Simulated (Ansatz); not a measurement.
C2H10Si2 can be A, `C[SiH2][SiH2]C`, or B, `C[SiH2]C[SiH3]`.

Computed with Ansatz on PBE0-D4/def2-TZVP structures; ΔE is electronic, products minus reactants. CBS: MP2 limit from def2 TZ/QZ plus the TZ coupled-cluster correction, frozen cores. DFT in def2-TZVPP. B3LYP here is the variant with VWN-RPA as its local correlation; programs differ in this. Each species was taken in one conformer, which may not be the lowest.

A:

```xyz
14

C    -1.961    0.298    0.873
Si   -0.816   -1.110    0.383
Si    1.382   -0.361    0.077
C     1.481    0.952   -1.264
H    -1.976    1.073    0.103
H    -1.632    0.756    1.809
H    -2.983   -0.061    1.011
H    -1.300   -1.728   -0.887
H    -0.842   -2.173    1.429
H     1.887    0.200    1.364
H     2.259   -1.515   -0.276
H     1.127    0.557   -2.219
H     0.865    1.817   -1.006
H     2.509    1.296   -1.397
```

B:

```xyz
14

C     1.7323    0.6797    0.7010
Si    0.3880    1.1027   -0.5283
C    -1.2190    0.2214   -0.1303
Si   -1.1182   -1.6458   -0.1192
H     2.6483    1.2302    0.4745
H     1.4264    0.9388    1.7177
H     1.9662   -0.3872    0.6815
H     0.8202    0.7166   -1.9014
H     0.1584    2.5760   -0.5270
H    -1.9710    0.5236   -0.8675
H    -1.5792    0.5607    0.8472
H    -2.4552   -2.2590    0.1083
H    -0.2077   -2.1137    0.9611
H    -0.5894   -2.1443   -1.4177
```

(1) Which isomer does CCSD(T)/CBS put lower? Give the gap. (Best estimate.)

(2) Give E(B) − E(A) in kJ/mol with CCSD/def2-TZVPP, B3LYP, r2SCAN-D4, PBE-D4, ωB97M-V, CCSD(T)/def2-TZVPP, MP2/def2-TZVPP. (Best estimate.)

Largest T1 diagnostic: 0.011.

Answers

(1) Ansatz gave: B, by 8.0 kJ/mol.

(2) The calculation gave: CCSD/def2-TZVPP -8.6, B3LYP -1.5, r2SCAN-D4 -2.3, PBE-D4 5.7, ωB97M-V -11.8, CCSD(T)/def2-TZVPP -8.1, MP2/def2-TZVPP -14.0. The order is the other way round with PBE-D4.

From PBE to PBE0 (25 % exact exchange), in def2-TZVPP and without D4, E(B) − E(A) moves by −4.4 kJ/mol.
